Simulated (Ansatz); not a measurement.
Isolated molecules relaxed with PBE0-D4/def2-TZVP in Ansatz; ΔE leaves out vibrations. CCSD(T)/CBS adds triple-zeta CCSD(T) − MP2 to the extrapolated MP2 energy (def2 sets, frozen cores). Functionals use def2-TZVPP. Each species was taken in one conformer, which may not be the lowest.

Consider the isomerisation: `CSBO[SiH3]` → `CS[SiH2]BO`.

| level | ΔE (kcal/mol) | difference from CCSD(T)/CBS |
| --- | --- | --- |
| PBE-D4 | 27.1 | -4.5 |
| B2PLYP | 33.1 | 1.5 |
| PBE | 27.2 | -4.4 |
| HF/def2-TZVPP | 36.8 | 5.2 |
| MP2/def2-TZVPP | 33.5 | 1.9 |
| SCS-MP2/def2-TZVPP | 34.0 | 2.4 |
| MP2/def2-QZVPP | 33.4 | 1.8 |
| SCS-MP2/def2-QZVPP | 33.8 | 2.2 |
| MP2/CBS(def2) | 33.1 | 1.5 |
| CCSD/CBS(def2) | 32.1 | 0.5 |
| CCSD(T)/CBS | 31.6 | 0 |

Largest T1 diagnostic among the species: 0.013.

In def2-TZVPP, CCSD(T) changes the Hartree–Fock value by −4.7 kcal/mol (the triples alone add −0.5 kcal/mol) and MP2 by −3.2 kcal/mol. From PBE to PBE0 (25 % exact exchange), in def2-TZVPP and without D4, ΔE moves by +1.5 kcal/mol.
